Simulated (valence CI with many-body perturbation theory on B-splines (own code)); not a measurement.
# Ba5+: what the settings do

Level of theory: valence CI with perturbative core correlation (CI+MBPT): five valence electrons over a frozen Dirac-Fock core [Kr] 4d10, radial functions for each j: 6 s, 6 p, 5 d, 3 f, 1 g, with the one-electron correlation potential Σ1 (screened to all orders), the two-electron term Σ2, the three-electron term Σ3, Breit, model QED; selected single and double excitations, second order for the rest, scaled by the run's own slope (own B-spline code, finite nucleus).

Against 10 measured levels this calculation errs by 222 cm⁻¹ on average and by 380 at most. These come from a selection out of Sansonetti and Curry, J. Phys. Chem. Ref. Data 39, 043103 (2010). Levels without a partner in it may be off by more, other configurations by several thousand cm⁻¹. Among the levels kept, up to 770 cm⁻¹ of a level comes from second order outside the variational space, and about a tenth of that is noise between levels of different J, which matters for small intervals.

The reference run has the lowest level 5s²5p³ ⁴S°_3/2 and an ionisation energy of 72.2629 eV. Its largest variational space holds 10000 state functions.

Names give the largest LS component (configuration and term), which can be under half, so a name can repeat, a term be missing and a line seem to break the LS rules; names also repeat where a configuration has a term twice. Letters in brackets count levels of one name in rising energy.

Changed runs:
A. correlating orbitals by l 3 3 3 2 1 → 2 1 4 2 2
B. shift of the energy in Σ1 (hartree) 0 → -1.667; averaging of valence orbitals over low configurations on → off
C. factor on the speed of light 1 → 100; QED terms on → off
D. closed core [Kr] 4d10 → [Kr] 4d10 5s1 (bad on purpose)

Excitation energies of the reference run in cm⁻¹, and shifts in cm⁻¹:

```csv
Level,Reference,A,B,C
5s²5p³ ²D°_3/2,17404,+6.6,-59,-1084
5s²5p³ ²D°_5/2,23730,+7.0,-82,-7409
5s²5p³ ²P°_1/2,36484,+25,-120,-7628
5s²5p³ ²P°_3/2,49833,+22,-183,-20981
5s5p⁴ ⁴P_5/2,128075,+6.6,-272,-18921
5s5p⁴ ⁴P_3/2,139540,+6.9,-322,-30387
5s5p⁴ ⁴P_1/2,142511,+7.9,-328,-33355
4f5s²5p² ⁴G°_5/2,149291,-249,+1391,-13022
4f5s²5p² ⁴G°_7/2 [a],152472,-261,+1389,-16203
5s5p⁴ ²D_3/2,158095,+3.9,-401,-24860
4f5s²5p² ⁴G°_7/2 [b],161546,-251,+1328,
4f5s²5p² ²D°_5/2,162174,-256,+1355,
Ionisation energy (eV),72.2629,+0.0006,-0.2604,+1.3115
```

A blank means that the level has no clear partner in that run.

Run D: It gave no result: the perturbation theory needs a core of closed shells. The program said: "the core must hold closed shells only".
